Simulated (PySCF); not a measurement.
**Computed spin Hamiltonian**

Species: C4H4N2O3 (charge +1 and doublet state).
Z-matrix (Å and degrees, GFN2-xTB geometry), rows numbered from 1:
```
C 
O   1  1.4029
C   2  1.2872  1  121.30
N   3  1.3429  2  126.54  1     0.32
O   4  1.3150  3  106.63  2   179.85
C   5  1.3413  4  107.20  3    -0.01
C   6  1.4816  5  123.29  4  -179.72
O   7  1.1814  6  126.29  5     0.71
N   6  1.3065  5  111.94  4     0.01
H   1  1.0990  2  107.55  3  -125.74
H   1  1.0999  2  107.77  3   120.72
H   1  1.0915  2  112.96  3    -2.26
H   7  1.1151  6  109.38  5  -179.38
```

The hyperfine couplings belong to this conformer and change with its torsions.

As a line formula: `C(c1nc(OC)no1)=[O+]` [radical] (charge +1).

Computed with UKS B3LYP, pcH-1 on C H N O, non-relativistic, mean-field spin-orbit, GIAO in PySCF 2.14.0. One conformer (not necessarily the lowest) at the GFN2-xTB geometry, without solvent, vibrations or thermal averaging. A GFN2-xTB geometry isn't a minimum of the functional, and hyperfine couplings can be far from their values at a DFT geometry, by a factor of two or more for some ions and for spin on atoms past the first row. Stability of the SCF solution: not tested.

| Property | Result |
| --- | --- |
| g1, g2, g3 | 1.99265, 2.00198, 2.00573 |
| g_iso | 2.00012 |
| Form of g | rhombic: the two nearest values differ by 29 % of g3 − g1 |
| ⟨S²⟩ | 0.7617 (exact 0.7500) |

Isotropic coupling and dipolar principal values T1 to T3, in MHz:

```csv
atom,isotope,a_iso,T1,T2,T3,Mulliken spin population
C1,13C,-12.1,-4.2,-1.4,5.6,0.01
O2,17O,-33.1,-104.2,51.6,52.6,0.29
C3,13C,-20.0,-5.8,2.3,3.5,0.02
N4,14N,19.4,-25.8,-24.5,50.3,0.49
O5,17O,-12.5,-41.8,20.0,21.8,0.09
C6,13C,6.9,-7.1,-4.0,11.1,0.06
C7,13C,-4.4,-3.2,1.2,2.0,-0.02
O8,17O,-2.0,-11.0,5.3,5.7,0.04
N9,14N,-1.7,-2.5,1.0,1.5,-0.03
H10,1H,72.1,-4.6,-2.9,7.5,0.03
H11,1H,79.4,-4.6,-3.0,7.6,0.03
H12,1H,-1.8,-4.1,0.1,4.0,0.00
H13,1H,-0.6,-1.2,-0.6,1.8,0.00
```

Largest spin populations (Mulliken): N4 (+0.49), O2 (+0.29) and O5 (+0.09).

The SMILES `COc1noc(C=[O+])n1` draws the unpaired electron on O8, whose computed spin population is only +0.04.

Axes: g1 points within 15° of the O2–C3 bond.

Under fast tumbling the dipolar parts average out, and these isotropic splittings remain: 3 × 1H (H10/H11/H12, I = 1/2, 4 lines) with 1.78 mT, 1 × 14N (N4, I = 1, 3 lines) with 0.69 mT and 1 × 14N (N9, I = 1, 3 lines) with 0.06 mT.

Nuclei that the bonding pattern makes equivalent are averaged, as if the motion that swaps them (rotation, inversion, ring flip) were fast. The three 1H nuclei of mean +49.9 MHz run from -1.8 to 79.4 MHz in the frozen geometry.

The 13C coupling of C3 (-20.0 MHz) shows only in satellite lines or after enrichment, since that isotope makes up about 1.07 % of natural carbon.

The 17O coupling of O2 (-33.1 MHz) shows only in satellite lines or after enrichment, since that isotope makes up about 0.038 % of natural oxygen.
